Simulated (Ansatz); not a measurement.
Species: GeSe (charge 0, singlet). SMILES: [Ge]=[Se]
Geometry: optimised at B3LYP-D3(BJ)/def2-TZVP (Ansatz, an electronic-structure program).

Property: vertical electron affinity (to the doublet state of charge -1; a negative value means that the extra electron is unbound and the number depends on the basis; each state is the SCF solution reached for its spin; for the singlet T1 is 0.025), in eV. Valence correlation only, unless marked. UHF or UKS for open shells. Spin-orbit coupling is left out. The frozen core is the preceding noble-gas configuration, with the filled d and f shells of earlier blocks. No relativistic terms. Anions need diffuse functions: aug- sets have them; def2-D sets add few. CBS(X,Y): correlation extrapolated as X^-3; Hartree-Fock from the larger set.

| level | program | vertical electron affinity (eV) | minus last row |
|---|---|---|---|
| SVWN5/def2-TZVPD | Ansatz | 0.66 | 0.00 |
| PBE/def2-TZVPD | Ansatz | 0.57 | -0.09 |
| B3LYP/def2-TZVPD | Ansatz | 0.64 | -0.02 |
| PBE0/def2-TZVPD | Ansatz | 0.70 | 0.04 |
| BHLYP/def2-TZVPD | Ansatz | 0.64 | -0.02 |
| CAM-B3LYP/def2-TZVPD | Ansatz | 0.72 | 0.06 |
| wB97M-V/def2-TZVPD | Ansatz | 0.64 | -0.02 |
| wB97X-V/def2-TZVPD | Ansatz | 0.68 | 0.02 |
| wB97X/def2-TZVPD | Ansatz | 0.68 | 0.02 |
| CCSD/def2-SVPD | Ansatz | 0.38 | -0.28 |
| CCSD/aug-cc-pVTZ | Ansatz | 0.62 | -0.04 |
| CCSD/def2-TZVPPD | Ansatz | 0.52 | -0.14 |
| CCSD/aug-cc-pVQZ | Ansatz | 0.66 | 0.00 |
| CCSD/def2-QZVPPD | Ansatz | 0.61 | -0.05 |
| CCSD/CBS(def2-TZVPPD,def2-QZVPPD) | Ansatz | 0.65 | -0.01 |
| CCSD(T)/aug-cc-pVDZ | Ansatz | 0.43 | -0.23 |
| CCSD(T)/def2-SVPD | Ansatz | 0.32 | -0.34 |
| CCSD(T)/aug-cc-pVQZ | Ansatz | 0.63 | -0.03 |
| CCSD(T)/def2-QZVPPD | Ansatz | 0.58 | -0.08 |
| CCSD(T)/CBS(def2-TZVPPD,def2-QZVPPD) | Ansatz | 0.63 | -0.03 |
| CCSD(T)/CBS(aug-cc-pVTZ,aug-cc-pVQZ) | Ansatz | 0.66 | 0.00 |
